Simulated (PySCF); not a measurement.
## Shapes and spin states of Ru₂H₆

Level of theory: PBE0/[Ru def2-TZVP with ECP28, H def2-TZVP], scalar-relativistic core potentials, density fitting, no spin–orbit coupling, PySCF.

Relaxations began from a few typed shapes and spin states; open shells are unrestricted. The search is not exhaustive: other isomers or separated fragments can lie lower, and high-lying points may rest on an excited occupation.

```json
{"spin": "singlet", "group": "C2", "bonds": "Ru–H 1.543 Å (×2), Ru–H 1.590 Å (×2), Ru–H 1.593 Å (×2), Ru–Ru 2.144 Å", "angles": "H–Ru–H 81.9° (×2), H–Ru–H 82.8° (×2), H–Ru–H 128.1° (×2), H–Ru–Ru 87.7° (×2), H–Ru–Ru 111.7° (×2)", "imaginary modes (cm⁻¹)": "none", "ΔE (kJ/mol)": "0.0", "ΔE with ZPE (kJ/mol)": "0.0"}
{"spin": "singlet", "group": "D3d", "bonds": "Ru–H 1.567 Å (×6), Ru–Ru 2.238 Å", "angles": "H–Ru–H 108.9° (×6), H–Ru–Ru 110.0° (×6)", "imaginary modes (cm⁻¹)": "275i, 275i", "ΔE (kJ/mol)": "45.2", "ΔE with ZPE (kJ/mol)": "–"}
{"spin": "triplet", "group": "C2h", "bonds": "Ru–H 1.576 Å (×4), Ru–H 1.651 Å (×2), Ru–Ru 2.125 Å", "angles": "H–Ru–H 75.3° (×2), H–Ru–H 130.7° (×4), H–Ru–Ru 97.5° (×4), H–Ru–Ru 115.2° (×2)", "imaginary modes (cm⁻¹)": "none", "ΔE (kJ/mol)": "69.2", "ΔE with ZPE (kJ/mol)": "58.6"}
{"spin": "triplet", "group": "Cs", "bonds": "Ru–H 1.551 Å, Ru–H 1.570 Å, Ru–H 1.592 Å (×2), Ru–H 1.601 Å, Ru–H 1.618 Å, Ru–H 2.033 Å (×2)", "angles": "H–Ru–H 67.0°, H–Ru–H 71.9°, H–Ru–H 91.8° (×2), H–Ru–H 97.2°, H–Ru–H 102.0° (×2)", "imaginary modes (cm⁻¹)": "none", "ΔE (kJ/mol)": "76.1", "ΔE with ZPE (kJ/mol)": "68.0"}
{"spin": "triplet", "group": "C2h", "bonds": "Ru–H 1.563 Å (×2), Ru–H 1.574 Å (×4), Ru–Ru 2.347 Å", "angles": "H–Ru–H 104.0° (×4), H–Ru–H 105.9° (×2), H–Ru–Ru 98.8° (×2), H–Ru–Ru 120.6° (×4)", "imaginary modes (cm⁻¹)": "825i, 205i, 143i", "ΔE (kJ/mol)": "125.4", "ΔE with ZPE (kJ/mol)": "–"}
{"spin": "singlet (closed shell, unstable to spin polarisation)", "group": "Cs", "bonds": "Ru–H 1.543 Å (×2), Ru–H 1.624 Å (×2), Ru–H 1.732 Å (×2), Ru–H 1.861 Å (×2)", "angles": "H–Ru–H 73.3° (×2), H–Ru–H 80.5° (×2), H–Ru–H 82.2° (×2), H–Ru–H 93.2° (×2), H–Ru–H 117.8° (×2)", "imaginary modes (cm⁻¹)": "none", "ΔE (kJ/mol)": "133.8", "ΔE with ZPE (kJ/mol)": "124.3"}
{"spin": "broken-symmetry Ms = 1 (⟨S²⟩ 3.02)", "group": "C2v", "bonds": "H–H 0.884 Å, Ru–H 1.602 Å (×2), Ru–H 1.639 Å (×2), Ru–H 1.763 Å (×2), Ru–H 1.967 Å (×2)", "angles": "H–H–Ru 75.5° (×2), H–Ru–H 29.0°, H–Ru–H 78.0°, H–Ru–H 100.8° (×4), H–Ru–H 101.3°", "imaginary modes (cm⁻¹)": "1247i, 983i, 303i, 137i, 130i", "ΔE (kJ/mol)": "141.3", "ΔE with ZPE (kJ/mol)": "–"}
{"spin": "singlet (closed shell, unstable to spin polarisation)", "group": "C2v", "bonds": "Ru–H 1.600 Å (×2), Ru–H 1.658 Å (×2), Ru–H 1.717 Å (×4)", "angles": "H–Ru–H 83.6° (×4), H–Ru–H 88.7° (×2), H–Ru–H 118.4° (×4), H–Ru–H 147.3° (×2), Ru–H–Ru 81.0° (×2)", "imaginary modes (cm⁻¹)": "398i, 347i", "ΔE (kJ/mol)": "168.2", "ΔE with ZPE (kJ/mol)": "–"}
```

The lowest minimum found is the singlet C2: Ru–H 1.543 Å (×2), Ru–H 1.590 Å (×2), Ru–H 1.593 Å (×2), Ru–Ru 2.144 Å; H–Ru–H 81.9° (×2), H–Ru–H 82.8° (×2), H–Ru–H 128.1° (×2), H–Ru–Ru 87.7° (×2), H–Ru–Ru 111.7° (×2).
